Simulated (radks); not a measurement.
Values are calculated unless marked as measured or tabulated.
Question: These are the eigenvalues of the occupied orbitals of an atom or ion with whole-number occupations (Ry). Level of theory: scalar-relativistic Kohn-Sham, LDA (Slater exchange, VWN5 correlation), spin-polarised, spherical densities, point nucleus (a radial shooting solver on a logarithmic mesh with Libxc functionals).

1s: -14.09235
2s: -1.42680

Which element is it, and in what charge state? The configuration may be excited. Open shells, if any, are filled with parallel spins first.

Answer: Z = 5, boron, charge +1: B+ in [He] 2s2. The 1s level, -7.0462 hartree, gives Z - s = 3.8 by -(Z - s)^2/2, which with screening and relativity narrows Z to a few neighbours, and with so few levels the electron count can be read from the list.
